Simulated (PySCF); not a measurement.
CBrF₂, SMILES F[C](F)Br (connectivity only; charge and spin as stated), charge +1, multiplicity 1.

Coordinates come from a B3LYP-D3(BJ)/def2-SVP optimisation. The multiplicity is an assumed one; other spin states were not compared. The isomer is the one that the SMILES or the coordinates give; other isomers of the formula were not compared.

The numbers are results of TDDFT-PBE0/def2-SVPD in PySCF, not measurements.

Vertical excitations.  State labels are in the subgroup C2v.

```csv
state,symmetry,energy (eV),λ (nm),f,main pairs
S1,A2,4.39,283,0.000,HOMO→LUMO 100 %
S2,A1,6.08,204,0.142,HOMO−1→LUMO 96 %
S3,B2,7.25,171,0.000,HOMO→LUMO+1 99 %
S4,B1,7.72,161,0.000,HOMO−1→LUMO+1 96 %
S5,B1,7.92,157,0.004,HOMO−2→LUMO 95 %
S6,A2,8.42,147,0.000,HOMO−3→LUMO 100 %
S7,B2,10.11,123,0.008,"HOMO−4→LUMO 68 %, HOMO→LUMO+2 29 %"
S8,B2,10.27,121,0.139,"HOMO→LUMO+2 70 %, HOMO−4→LUMO 27 %"
S9,B1,10.80,115,0.101,HOMO−1→LUMO+2 97 %
S10,A1,11.29,110,0.011,"HOMO→LUMO+3 57 %, HOMO−2→LUMO+1 42 %"
T1,A2,4.12,301,0,HOMO→LUMO 100 %
T2,A1,4.17,298,0,HOMO−1→LUMO 99 %
T3,B2,6.20,200,0,HOMO→LUMO+1 99 %
T4,B1,6.66,186,0,"HOMO−1→LUMO+1 83 %, HOMO−2→LUMO 15 %"
```
Triplets are in the Tamm–Dancoff approximation, which puts them higher than full response would, so one can lie above its singlet here.
